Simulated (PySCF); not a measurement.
## Excitation energy of C²⁺ by level of theory

C²⁺ [He] 2s2 (1S) → C²⁺ [He] 2p2 (3P), as a difference of total energies. Computed with PySCF 2.14 in x2c-QZVPPall (7s4p3d2f1g, 57 functions), with the spin-free X2C one-electron Hamiltonian (Gaussian nucleus). Correlated levels: valence and next inner shell: nothing frozen. The calculations carry no spin-orbit coupling.

```json
{"method": "UHF", "excitation energy (cm⁻¹)": "124290"}
{"method": "MP2 (valence and next inner shell)", "excitation energy (cm⁻¹)": "131800"}
{"method": "SCS-MP2 (valence and next inner shell)", "excitation energy (cm⁻¹)": "135090"}
{"method": "CCSD (valence and next inner shell)", "excitation energy (cm⁻¹)": "137420"}
{"method": "CCSD(T) (valence and next inner shell)", "excitation energy (cm⁻¹)": "137500"}
```

A first-order spin-orbit estimate (lowest level to lowest level, LS coupling) adds -0.007 eV.

The basis was made for the ground configuration and has no added diffuse functions, so the excitation energy can come out too high.

The coupled-cluster amplitudes are large for the lower state (T1 above 0.03 or a double amplitude above 0.15), so a single reference is strained.
